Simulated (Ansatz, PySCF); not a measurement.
C3H12OSi2, SMILES [SiH2]([SiH3])OCCC.

Coordinates come from a PBE-D3(BJ)/def2-SVP optimisation. The values are those of a single conformer.

Vertical ionisation energy (IE) and electron affinity (EA) in eV. Rows of orbital energies are one-electron estimates. Where ΔSCF, EOM or ADC give a negative EA the extra electron is unbound and the value depends on the basis.

| level | IE | EA |
|---|---|---|
| −ε(HOMO), −ε(LUMO), r2SCAN/def2-TZVP (PySCF) | 6.86 | 0.82 |
| −ε(HOMO), −ε(LUMO), PBE/def2-TZVP (PySCF) | 6.54 | 1.12 |
| ΔSCF, PBE0/def2-SVPD (Ansatz), final states of multiplicity 2 and 2 | 9.83 | -1.21 |
| ΔSCF, PBE/def2-SVPD (Ansatz), final states of multiplicity 2 and 2 | … | … |

**Question.** Fill in the missing entries. (Estimate from the structure and the level; the computed values follow.)

**Answer.** 
- ΔSCF, PBE/def2-SVPD (Ansatz, a quantum-chemistry and plane-wave program), final states of multiplicity 2 and 2, IE: 9.37
- ΔSCF, PBE/def2-SVPD (Ansatz), final states of multiplicity 2 and 2, EA: -0.99

**Question.** What vertical singlet–triplet gap does ΔSCF give with PBE0/def2-SVPD (Ansatz) and with PBE/def2-SVPD (Ansatz)? (The exact figures need the calculation; the answer reports its results.)

**Answer.** 5.88 and 5.49 eV (triplet above singlet where positive).
